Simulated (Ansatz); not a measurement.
Consider the formal exchange of groups at a C–C bond: `C#CCCl` + `Cl[SiH](Cl)Cl` → `C#C[Si](Cl)(Cl)Cl` + `CCl`.

Gas-phase electronic energies from Ansatz, PBE0-D4/def2-TZVP geometries. CCSD(T)/CBS adds triple-zeta CCSD(T) − MP2 to the extrapolated MP2 energy (def2 sets, frozen cores). This one scheme is used for every species. Functionals use def2-TZVPP. HSE06 is defined as in plane-wave codes.

| level | ΔE (kcal/mol) | difference from CCSD(T)/CBS |
| --- | --- | --- |
| PBE-D4 | -14.0 | 1.9 |
| PBE0-D4 | -14.4 | 1.5 |
| r2SCANh-D4 | -15.3 | 0.6 |
| ωB97X-V | -14.6 | 1.3 |
| r2SCANh | -15.0 | 0.9 |
| r2SCAN0 | -14.9 | 1.0 |
| HSE06 | -13.6 | 2.3 |
| CCSD/def2-SVP | -13.4 | 2.5 |
| HF/def2-TZVPP | -14.5 | 1.4 |
| CCSD/def2-TZVPP | -15.5 | 0.4 |
| CCSD(T)/CBS | -15.9 | 0 |

Largest T1 diagnostic among the species: 0.011.

At CCSD(T), def2-SVP lies +2.4 kcal/mol from the extrapolated value and def2-TZVPP +0.1 kcal/mol. The D4 term adds −1.4 kcal/mol with B3LYP and −0.8 kcal/mol with PBE0; it sums over pairs of atoms, weighted by their polarisabilities, and B3LYP, whose exchange is more repulsive, gets the larger term.

B3LYP here is the variant with VWN-RPA as its local correlation; programs differ in this.
